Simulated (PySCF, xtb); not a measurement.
C2H6FNOSi, SMILES N[Si]1(F)COC1.

The structure is a stationary point at ωB97X-D3(BJ)/def2-SVP. This is a generated structure with no PubChem entry under its InChIKey; it may be hypothetical. Other conformers were not sampled.

Calculation: PySCF 2.14.0 with IEF-PCM-M06-2X/def2-SVP.

The values are the electrostatic part of the solvation free energy, E(continuum) − E(gas) at the gas-phase geometry, in a cavity of scaled van der Waals radii (PySCF's table); cavitation and dispersion terms are not included. In vacuum the orbital gap is 10.46 eV. The dipole moment in vacuum is 2.68 D.

| solvent | ε | ΔG(elec) (kcal/mol) | dipole (D) | gap (eV) |
|---|---|---|---|---|
| water | 78.36 | … | … | … |
| toluene | 2.37 | -3.6 | 2.96 | 10.71 |
| n-hexane | 1.88 | -2.7 | 2.89 | 10.65 |

### Question
Some entries are withheld; supply them. (An estimate is asked for; the answer gives what the named calculation found.)

### Answer

- water, ΔG(elec) (kcal/mol): -7.6
- water, dipole (D): 3.28
- water, gap (eV): 10.98

For comparison, GFN2-xTB/ALPB(water) (xtb, at the GFN2-xTB geometry, all terms of that model) gives -5.9 kcal/mol.
